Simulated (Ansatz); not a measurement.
Stretching the O2–H6 bond in GeH4O (SMILES [OH][GeH3]) (multiplicity 1 held, fragments rigid). Energies count from the point at 0.962 Å.
Geometry at that point (charge 0, multiplicity 1):
```xyz
6

Ge    -0.329     0.068     0.073
O      1.357    -0.357    -0.372
H     -0.545    -0.155     1.584
H     -1.186    -0.885    -0.765
H     -0.608     1.543    -0.281
H      2.012     0.175     0.090
```

Unrestricted levels (U-) break spin symmetry where that is lower. Active spaces are followed from a long bond inwards. Levels need not reach the same state.

Cores are frozen in the correlated methods. Filled d and f shells under p-block atoms count as core.

Run with Ansatz (an electronic-structure program). Each number belongs to the level named beside it.

Give the energy at R = 3.078 Å at the level U-MP2/cc-pVTZ.

126.3 kcal/mol

Estimate the energy at R = 3.078 Å that FIC-MRCISD+Q on CASSCF(4,3)/cc-pVTZ returns for this input.

119.8 kcal/mol

Give the energy at R = 3.078 Å at the level SC-NEVPT2 on CASSCF(4,3)/cc-pVTZ.

124.0 kcal/mol

Doubts at one or more of the structures used: a spin-contaminated determinant (U-MP2/cc-pVTZ); active orbitals that take no part (SC-NEVPT2 on CASSCF(4,3)/cc-pVTZ, FIC-MRCISD+Q on CASSCF(4,3)/cc-pVTZ).
